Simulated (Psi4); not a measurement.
Relaxed torsion scan: SMILES CC(=O)CC#N (C4H5NO). Scanned: dihedral O3–C2–C4–C5; all other coordinates were relaxed at GFN2-xTB. Points at φ and −φ are mirror images. Heavy atoms are numbered in the order of the SMILES CC(=O)CC#N, hydrogens after them in the order of the atoms that carry them; the mirror image has the same energies with the sign of each dihedral reversed.

Methods: PBE/def2-TZVP // GFN2-xTB (Psi4); PBE-D3(BJ)/def2-TZVP // GFN2-xTB (Psi4); PBE0/def2-TZVP // GFN2-xTB (Psi4); MP2/cc-pVTZ = DF-MP2 (frozen core)/cc-pVTZ // GFN2-xTB in Psi4.

Energies relative to the lowest point of each profile, in mEh; the last columns give the difference from MP2:

| φ / ° | PBE/def2-TZVP | PBE-D3(BJ)/def2-TZVP | PBE0/def2-TZVP | MP2/cc-pVTZ | PBE/def2-TZVP − MP2/cc-pVTZ | PBE-D3(BJ)/def2-TZVP − MP2/cc-pVTZ | PBE0/def2-TZVP − MP2/cc-pVTZ |
|---|---|---|---|---|---|---|---|
| -150 | 0.0 | 0.0 | 0.0 | 0.0 | 0.0 | 0.0 | 0.0 |
| -120 | 0.8 | 0.9 | 0.8 | 0.7 | 0.1 | 0.2 | 0.1 |
| -90 | 2.3 | 2.5 | 2.3 | 2.1 | 0.2 | 0.4 | 0.2 |
| -60 | 3.5 | 3.8 | 3.6 | 3.5 | 0.0 | 0.3 | 0.1 |
| -30 | 2.7 | 3.1 | 2.6 | 2.5 | 0.2 | 0.6 | 0.2 |
| 0 | 2.2 | 2.6 | 2.1 | 1.7 | 0.4 | 0.8 | 0.3 |
| 30 | 2.7 | 3.1 | 2.6 | 2.5 | 0.2 | 0.6 | 0.2 |
| 60 | 3.5 | 3.8 | 3.6 | 3.5 | 0.0 | 0.3 | 0.1 |
| 90 | 2.3 | 2.5 | 2.3 | 2.1 | 0.2 | 0.4 | 0.2 |
| 120 | 0.8 | 0.9 | 0.8 | 0.7 | 0.1 | 0.2 | 0.1 |
| 150 | 0.0 | 0.0 | 0.0 | 0.0 | 0.0 | 0.0 | 0.0 |
| 180 | 0.1 | 0.1 | 0.2 | 0.3 | -0.2 | -0.2 | -0.1 |

PBE/def2-TZVP is furthest from MP2/cc-pVTZ at 0 (0.4 mEh, above); its mean absolute difference over the points is 0.1 mEh.

PBE-D3(BJ)/def2-TZVP is furthest from MP2/cc-pVTZ at 0 (0.8 mEh, above); its mean absolute difference over the points is 0.3 mEh.

PBE0/def2-TZVP is furthest from MP2/cc-pVTZ at 0 (0.3 mEh, above); its mean absolute difference over the points is 0.1 mEh.
